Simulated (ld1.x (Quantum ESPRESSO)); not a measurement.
neodymium: excitation energies, all-electron against TM

ld1.x (Quantum ESPRESSO) 7.5 input, shortened:

```
&input
   title='Nd', zed=60., rel=2, dft='PBE', iswitch=3,
   config='[Xe] 4f4 5d1 6s1 6p0', rel_dist='average'
 /
 &inputp
   pseudotype=2, tm=.true., lloc=3,
   nlcc=.false.
 /
4
5S  1  0   2.00   0.00  1.50  1.50  0.0
5P  2  1   6.00   0.00  1.60  1.60  0.0
5D  3  2   1.00   0.00  2.70  2.70  0.0
4F  4  3   4.00   0.00  0.75  0.75  0.0
 &test
   configts(1)='4f4 5s2 5p6 5d1 6s1 6p0'
 /
```

Open shells are filled in proportion to 2j + 1 (rel_dist='average').

Occupied shells without a wave of their own: 6s. They enter only through the test configuration that unscreens the potential.

Energies are relative to the spin-unpolarised reference configuration 4f4 5s2 5p6 5d1 6s1 6p0; without spin polarisation the order of configurations can differ from experiment. Not all tests gave a result: 2 of 7 tests not solved or not reliable. Left out of the table: 4f3 5s2 5p6 5d0 6s0 6p0 (solver errors, printed error -1186 eV); 4f3 5s2 5p6 5d1 6s2 6p0 (solver errors, printed error -1365 eV). The f channel is local and has no spin–orbit splitting in the pseudo-atom. The frozen-core shift is the all-electron ΔE with the core orbitals held at their reference shape minus the fully relaxed ΔE.

| valence configuration | charge | ΔE all-electron (eV) | error AE − PS (meV) | frozen-core shift (meV) |
| --- | --- | --- | --- | --- |
| 4f4 5s2 5p6 5d0 6s1 6p0 | +1 | 4.093 | -3.1 | +1.4 |
| 4f4 5s2 5p6 5d0 6s0 6p0 | +2 | 14.879 | -44 | +2.4 |
| 4f4 5s2 5p6 5d0 6s1.5 6p0 | +0.5 | 0.606 | +9.5 | +1.0 |

(1) What are ΔE and the potential's error for 4f4 5s1 5p6 5d0 6s2 6p0?

(2) What are ΔE and the potential's error for 4f4 5s2 5p6 5d0 6s2 6p0?

Levels in the configuration 4f4 5s1 5p6 5d0 6s2 6p0:

```
   level  all-electron (eV)  pseudo (eV)
4f j=5/2            -13.213      -12.754
4f j=7/2            -12.787      -12.754
5s j=1/2            -51.251      -51.207
5p j=1/2            -34.622      -34.599
5p j=3/2            -31.399      -31.386
6s j=1/2             -9.677       -9.706
```

A Bessel basis up to 400 Ry misses an occupied level by 0.14 Ry, so cutoffs and ghosts were not judged.

Results:

(1) ΔE = 43.960 eV all-electron; the error (AE − PS) is +40 meV.

(2) ΔE = -1.706 eV all-electron; the error (AE − PS) is +18 meV.

These tests converged, but a pseudo level misses the all-electron one widely, so the file describes the atom poorly there or has found another state: 4f4 5s2 5p6 5d0 6s0 6p0: empty 6p by 3.0 eV.
